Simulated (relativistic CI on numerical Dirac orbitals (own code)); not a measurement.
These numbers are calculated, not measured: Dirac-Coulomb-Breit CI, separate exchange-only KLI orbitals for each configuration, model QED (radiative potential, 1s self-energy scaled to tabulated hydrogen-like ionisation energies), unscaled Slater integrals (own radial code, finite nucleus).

The strongest absorption lines from the ground level of an ion, among the configurations computed and to levels below about 47.5 eV (vacuum wavelength in nm, gf): 27.805 (0.032), 28.889 (0.026), 29.071 (0.07), 29.294 (0.3), 29.582 (0.58), 29.716 (1.8), 29.833 (1.1), 29.975 (0.37).

Task: Which ion is it?
A. In8+
B. Ag4+
C. Sb10+
D. Ag6+

Result: D. Ag6+ has 41 electrons and the ground level 4s2.4p6.4d5 6S_5/2; the strongest line goes to 4s2.4p6.4d4.5p 6P°_7/2. The pattern of lines fixes the number of electrons, and along that sequence the line energies rise steadily with the charge (about as its square where n changes within one kind of shell, about linearly where n is kept but much faster in heavy ions where fine structure, which grows about as Z⁴, sets the gap, and irregularly where shells cross), which fixes Z. Configurations outside the model, such as inner-shell arrays, can give stronger lines. At this charge configurations can still be misplaced by up to about 7 % of their energy. Terms inside the open d or f shell come out 10 to 20 % too wide with unscaled integrals. 29 of the 69 excited levels that our extract of the measured tables holds in this range could be paired (the sources list more); they are missed by 5210 cm⁻¹ on average and 12423 at most, and levels without a partner can miss by more. Some levels of the ground configuration have no partner and can miss by 10 % or more.

LS names give the leading component of a level, which can be under half, so a name can repeat, a term be missing and a line seem to break the LS rules.
